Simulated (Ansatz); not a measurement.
`Cl[CH2][ZnH]` and `BCCl` differ in one atom or group.

Ansatz, PBE0-D4/def2-TZVP geometries, multiplicity 1. 

Scalar relativity is left out up to krypton.

| property | `Cl[CH2][ZnH]` |
| --- | --- |
| LUMO energy (PBE0/def2-TZVPP) / eV | -0.69 |
| LUMO energy (PBE/def2-TZVPP) / eV | -1.46 |
| HOMO energy (ωB97M-V/def2-TZVPP) / eV | -9.47 |
| size of the dipole moment (PBE/def2-TZVPP) / D | 1.77 |
| HOMO energy (PBE/def2-TZVPP) / eV | -6.07 |
| size of the dipole moment (B3LYP/def2-TZVPP) / D | 1.90 |

**Question.** Give the same properties after the change, and the shifts. (Best estimate.)

**Answer.** Computed: 
```tsv
property	`BCCl`	shift
LUMO energy (PBE0/def2-TZVPP) / eV	-1.79	-1.10
LUMO energy (PBE/def2-TZVPP) / eV	-2.83	-1.37
HOMO energy (ωB97M-V/def2-TZVPP) / eV	-10.51	-1.04
size of the dipole moment (PBE/def2-TZVPP) / D	1.75	-0.02
HOMO energy (PBE/def2-TZVPP) / eV	-6.80	-0.73
size of the dipole moment (B3LYP/def2-TZVPP) / D	1.82	-0.08
```

With PBE0 the HOMO falls by 0.92 eV and the LUMO falls by 1.10 eV, so the gap narrows by about 0.18 eV. PBE moves the HOMO by -0.73 eV and ωB97M-V by -1.04 eV. The zero-point energy changes by 37.0 kJ/mol with +3 modes. Dipoles are sizes alone; their direction can turn.

B3LYP here is the variant with VWN-RPA as its local correlation; programs differ in this.
